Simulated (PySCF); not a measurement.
boroxine (H₃B₃O₃), singlet, at a GFN2-xTB geometry; MP2/6-31G* in PySCF.

The PySCF input:
```python
from pyscf import gto, scf, mp

mol = gto.M(
    atom='''
B    -0.626424    1.183003    0.246010
O    -1.339483    0.024860    0.229707
B    -0.714807   -1.158110   -0.016003
O     0.625608   -1.181461   -0.245689
B     1.341232   -0.024893   -0.230007
O     0.713876    1.156601    0.015983
H    -1.164867    2.199854    0.457468
H    -1.329220   -2.153564   -0.029759
H     2.494088   -0.046290   -0.427709
''',
    basis='6-31g*',
    charge=0,
    spin=0,
    verbose=4,
)

mf = scf.RHF(mol)
mf.kernel()

pt = mp.MP2(mf)
pt.kernel()
print('E(MP2) = %.10f' % pt.e_tot)
```

What the program printed (banner, timings and long lists left out):

```
PySCF version 2.14.0

[INPUT] verbose = 4
[INPUT] num. atoms = 9
[INPUT] num. electrons = 42
[INPUT] charge = 0
[INPUT] spin (= nelec alpha-beta = 2S) = 0
[INPUT] symmetry False subgroup None
[INPUT] Mole.unit = angstrom
[INPUT] Symbol           X                Y                Z      unit          X                Y                Z       unit  Magmom
[INPUT]  1 B     -0.626424000000   1.183003000000   0.246010000000 AA   -1.183769797855   2.235551674539   0.464891523904 Bohr   0.0
[INPUT]  2 O     -1.339483000000   0.024860000000   0.229707000000 AA   -2.531256018511   0.046978591457   0.434083318895 Bohr   0.0
[INPUT]  3 B     -0.714807000000  -1.158110000000  -0.016003000000 AA   -1.350789461922  -2.188510722120  -0.030241287171 Bohr   0.0
[INPUT]  4 O      0.625608000000  -1.181461000000  -0.245689000000 AA    1.182227781337  -2.232637716855  -0.464284921818 Bohr   0.0
[INPUT]  5 B      1.341232000000  -0.024893000000  -0.230007000000 AA    2.534561149503  -0.047040952419  -0.434650236733 Bohr   0.0
[INPUT]  6 O      0.713876000000   1.156601000000   0.015983000000 AA    1.349030126900   2.185659125398   0.030203492649 Bohr   0.0
[INPUT]  7 H     -1.164867000000   2.199854000000   0.457468000000 AA   -2.201279601544   4.157121574029   0.864489230753 Bohr   0.0
[INPUT]  8 H     -1.329220000000  -2.153564000000  -0.029759000000 AA   -2.511861759294  -4.069646151723  -0.056236359741 Bohr   0.0
[INPUT]  9 H      2.494088000000  -0.046290000000  -0.427709000000 AA    4.713143250564  -0.087475422306  -0.808252871012 Bohr   0.0

nuclear repulsion = 203.339210288574
number of shells = 42
number of NR pGTOs = 174
number of NR cGTOs = 90
basis = 6-31g*
ecp = {}

******** <class 'pyscf.scf.hf.RHF'> ********
method = RHF
initial guess = minao
damping factor = 0
level_shift factor = 0
DIIS = <class 'pyscf.scf.diis.CDIIS'>
diis_start_cycle = 1
diis_space = 8
diis_damp = 0
SCF conv_tol = 1e-09
SCF conv_tol_grad = None
SCF max_cycles = 50
direct_scf = True
direct_scf_tol = 1e-13
Set gradient conv threshold to 3.16228e-05
Initial guess from minao.
init E= -302.098779531741
  HOMO = -0.412049131748384  LUMO = 0.0663434991240963  gap/eV = 13.01773
cycle= 1 E= -300.557040065304  delta_E= 1.54  |g|= 0.779  |ddm|= 2.79
  HOMO = -0.460002719629288  LUMO = 0.132996092341193  gap/eV = 16.13632
cycle= 2 E= -300.668560095828  delta_E= -0.112  |g|= 0.389  |ddm|= 0.713
  HOMO = -0.505371408773321  LUMO = 0.139985208231747  gap/eV = 17.56105
cycle= 3 E= -300.696223698956  delta_E= -0.0277  |g|= 0.0618  |ddm|= 0.257
  HOMO = -0.497532410801053  LUMO = 0.148568319058237  gap/eV = 17.58130
cycle= 4 E= -300.697530973253  delta_E= -0.00131  |g|= 0.00943  |ddm|= 0.0853
  HOMO = -0.499967134688682  LUMO = 0.146456158720512  gap/eV = 17.59007
cycle= 5 E= -300.697565772995  delta_E= -3.48e-05  |g|= 0.00203  |ddm|= 0.0172
  HOMO = -0.50012051881631  LUMO = 0.146481770194866  gap/eV = 17.59494
cycle= 6 E= -300.697567892983  delta_E= -2.12e-06  |g|= 0.000441  |ddm|= 0.00486
  HOMO = -0.500149642283586  LUMO = 0.146499235014185  gap/eV = 17.59621
cycle= 7 E= -300.697567998932  delta_E= -1.06e-07  |g|= 9.32e-05  |ddm|= 0.000892
  HOMO = -0.500158780739643  LUMO = 0.146493024883606  gap/eV = 17.59629
cycle= 8 E= -300.697568005254  delta_E= -6.32e-09  |g|= 1.49e-05  |ddm|= 0.000197
  HOMO = -0.500160152622242  LUMO = 0.146492269337717  gap/eV = 17.59631
cycle= 9 E= -300.697568005403  delta_E= -1.49e-10  |g|= 2.53e-06  |ddm|= 3.47e-05
  HOMO = -0.500160144871445  LUMO = 0.146492315857734  gap/eV = 17.59631
Extra cycle  E= -300.697568005403  delta_E= 3.41e-13  |g|= 1e-06  |ddm|= 2.71e-06
converged SCF energy = -300.697568005403

******** <class 'pyscf.mp.mp2.RMP2'> ********
nocc = 21, nmo = 90
E(RMP2) = -301.437877240494  E_corr = -0.740309235091299
E(SCS-RMP2) = -301.413204058667  E_corr = -0.715636053263895
E_corr(same-spin) = -0.199309648668074
E_corr(oppo-spin) = -0.540999586423225
E(MP2) = -301.4378772405
```
